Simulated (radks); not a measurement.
Spherical quantum dot in the effective-mass picture: electrons in a parabolic well V = omega^2 r^2 / 2 with omega = 0.128, with a point charge +1 (a donor) at the centre, all in effective atomic units (hartree* = m*/eps^2 hartree, bohr* = eps/m* bohr), one dielectric constant everywhere. Method: non-relativistic Kohn-Sham, LDA (Slater exchange, Perdew-Wang correlation), spin-polarised, spherical densities; computed with a radial shooting solver with Libxc functionals. Levels are named by radial order and angular momentum (1s, 1p, 1d, 2s, ...), and open shells are averaged over m.

N = 4, configuration 1s2 1p(up 2, down 0). This is the lowest configuration that the search found. Occupied and some empty levels:

level    occupation  eigenvalue (hartree*)  <r> (bohr*)
1s up             1                0.57895        2.364
1s down           1                0.59042        2.151
1p up             2                0.74161        4.856
2s up             0                0.76648        4.744
1p down           0                0.77361        4.917
2s down           0                0.78889        4.949
1d up             0                0.83820        5.641
1d down           0                0.86759        5.762
1f up             0                0.94128        6.262
1f down           0                0.96635        6.398

Energy (hartree*): total 0.775585, kinetic 0.77724, external -1.3654, Hartree 2.1032, exchange-correlation -0.73942.

Electron density:

r (bohr*)  n(r) (e/bohr*^3)
0.366                0.1662
0.773               0.07860
1.18                0.03994
1.59                0.02200
2.00                0.01323
2.40               0.008748
2.81               0.006326
3.22               0.004913
3.62               0.003987
4.03               0.003290
4.44               0.002694
4.84               0.002154
5.25               0.001660
5.66               0.001227
6.07              0.0008647
6.47              0.0005801
6.88              0.0003697
7.29              0.0002240
7.70              0.0001291
8.10             0.00007076
